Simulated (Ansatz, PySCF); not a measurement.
System: SiI, charge 0, multiplicity 2. 
Geometry from a B3LYP-D3(BJ)/def2-TZVP (Ansatz, a quantum-chemistry and plane-wave program) optimisation:
```xyz
2

Si     0.0000     0.0000    -1.9529
I      0.0000     0.0000     0.5159
```
Charge 0, spin multiplicity 2.

Wanted: vertical ionisation energy (to the singlet state of charge +1; each state is the SCF solution reached for its spin; for the singlet T1 is 0.030), in eV. Correlated levels leave the core frozen unless marked. Open shells are spin-unrestricted. Spin-orbit coupling is left out. The frozen core is the preceding noble-gas configuration, with the filled d and f shells of earlier blocks. In def2 rows, elements after Kr have scalar-relativistic effective core potentials. Basis-set limits of correlation are two-point, X^-3; Hartree-Fock from the larger set.

| level | program | vertical ionisation energy (eV) | minus last row |
|---|---|---|---|
| SVWN5/def2-TZVPD | Ansatz | 7.26 | -0.08 |
| PBE/def2-TZVPD | Ansatz | 7.23 | -0.11 |
| r2SCAN/def2-TZVPD | Ansatz | 7.42 | 0.08 |
| B3LYP/def2-TZVPD | Ansatz | 7.32 | -0.02 |
| PBE0/def2-TZVPD | Ansatz | 7.42 | 0.08 |
| BHLYP/def2-TZVPD | Ansatz | 7.38 | 0.04 |
| CAM-B3LYP/def2-TZVPD | Ansatz | 7.45 | 0.11 |
| wB97M-V/def2-TZVPD | Ansatz | 7.21 | -0.13 |
| wB97X-V/def2-TZVPD | Ansatz | 7.42 | 0.08 |
| CCSD/def2-SVPD | Ansatz | 7.19 | -0.15 |
| CCSD/def2-TZVPPD | Ansatz | 7.27 | -0.07 |
| CCSD/def2-QZVPPD | Ansatz | 7.34 | 0.00 |
| CCSD/CBS(def2-TZVPPD,def2-QZVPPD) | Ansatz | 7.39 | 0.05 |
| CCSD(T)/def2-SVPD | Ansatz | 7.11 | -0.23 |
| CCSD(T)/def2-TZVPPD | Ansatz | 7.21 | -0.13 |
| CCSD(T)/def2-QZVPPD | Ansatz | 7.28 | -0.06 |
| CCSD(T)/CBS(def2-TZVPPD,def2-QZVPPD) | Ansatz | 7.34 | 0.00 |

For comparison, minus the highest occupied orbital energy (PySCF): 4.86 eV at TPSSh/def2-TZVPD, 5.54 eV at MN15/def2-TZVPD, 5.25 eV at PW6B95/def2-TZVPD.
